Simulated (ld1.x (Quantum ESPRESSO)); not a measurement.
# Logarithmic derivatives: Mn (Z = 25), RRKJ

Mn (Z = 25), norm-conserving RRKJ (Kleinman–Bylander form), made with ld1.x (Quantum ESPRESSO) 7.5 (revPBE, fully relativistic). Core [Ne], reference 3s2 3p6 3d5.5 4s1.5 4p0. Waves: 3s (bound): rc 1.30 bohr; 3p (bound): rc 1.00 bohr; 3d (bound): rc 1.05 bohr. Local part: the d channel. Core correction: none.

Open shells are filled in proportion to 2j + 1 (rel_dist='average').

Occupied shells without a wave of their own: 4s. They enter only through the test configuration that unscreens the potential.

The phase is arctan(r·u′/u) with u = r·R(r), unwrapped; energies in Ry, scanned from -8 to 5 Ry. A pole is an energy at which the radial function vanishes at the test radius. The pseudo phase is shifted by a multiple of π to meet the all-electron one at the reference energy, and phase errors are pseudo minus all-electron; the curves can meet again beyond the range given. Levels narrower than the energy grid can be missing from the lists of poles.

Question: For each channel, where are the poles, and over which energies does the pseudopotential scatter like the atom?

Answer:

| channel | radius (bohr) | reference energy (Ry) | poles, all-electron | poles, pseudo | unbroken range about the reference energy with phases within 0.05 rad | phase error 1 Ry above the reference energy (rad) |
| --- | --- | --- | --- | --- | --- | --- |
| s | 1.40 | -6.14 | -4.85 | -4.87, 2.48 | below -0.8 | -0.002 |
| p1/2 | 1.40 | -3.91 | -2.37 | -2.36 | the whole range | +0.000 |
| p3/2 | 1.40 | -3.81 | -2.22 | -2.22 | the whole range | +0.000 |
| d3/2 | 1.40 | -0.36 | 1.63 | 1.67 | the whole range | +0.005 |
| d5/2 | 1.40 | -0.35 | 1.65 | 1.67 | the whole range | -0.000 |

A Bessel basis up to 400 Ry misses an occupied level by 0.07 Ry, so cutoffs and ghosts were not judged. The potential misses its own reference levels by up to 0.7 eV.

Phases in the p1/2 channel:

```tsv
E (Ry)	all-electron	pseudo
-8.00	1.212	1.212
-7.76	1.197	1.198
-7.52	1.180	1.181
-7.28	1.160	1.161
-7.04	1.137	1.138
-6.80	1.109	1.110
-6.56	1.076	1.076
-6.32	1.034	1.034
-6.08	0.980	0.980
-5.84	0.908	0.909
-5.60	0.809	0.810
-5.36	0.667	0.669
-5.12	0.456	0.457
-4.88	0.146	0.147
-4.64	-0.253	-0.253
-4.40	-0.641	-0.641
-4.16	-0.934	-0.934
-3.92	-1.131	-1.131
-3.68	-1.264	-1.264
-3.44	-1.358	-1.358
-3.20	-1.427	-1.427
-2.96	-1.480	-1.480
-2.72	-1.522	-1.522
-2.48	-1.556	-1.556
-2.24	-1.585	-1.585
-2.00	-1.610	-1.609
-1.76	-1.632	-1.631
-1.52	-1.651	-1.650
-1.28	-1.669	-1.668
-1.04	-1.685	-1.684
-0.80	-1.700	-1.699
-0.56	-1.714	-1.713
-0.32	-1.728	-1.726
-0.08	-1.741	-1.740
0.16	-1.754	-1.752
0.40	-1.766	-1.765
0.64	-1.779	-1.777
0.88	-1.792	-1.790
1.12	-1.805	-1.803
1.36	-1.818	-1.816
1.60	-1.831	-1.829
1.84	-1.845	-1.843
2.08	-1.860	-1.857
2.32	-1.875	-1.872
2.56	-1.892	-1.888
2.80	-1.909	-1.905
3.04	-1.927	-1.923
3.28	-1.947	-1.942
3.52	-1.969	-1.964
3.76	-1.993	-1.986
4.00	-2.019	-2.012
4.24	-2.047	-2.040
4.48	-2.079	-2.071
4.72	-2.115	-2.105
4.96	-2.156	-2.145
```
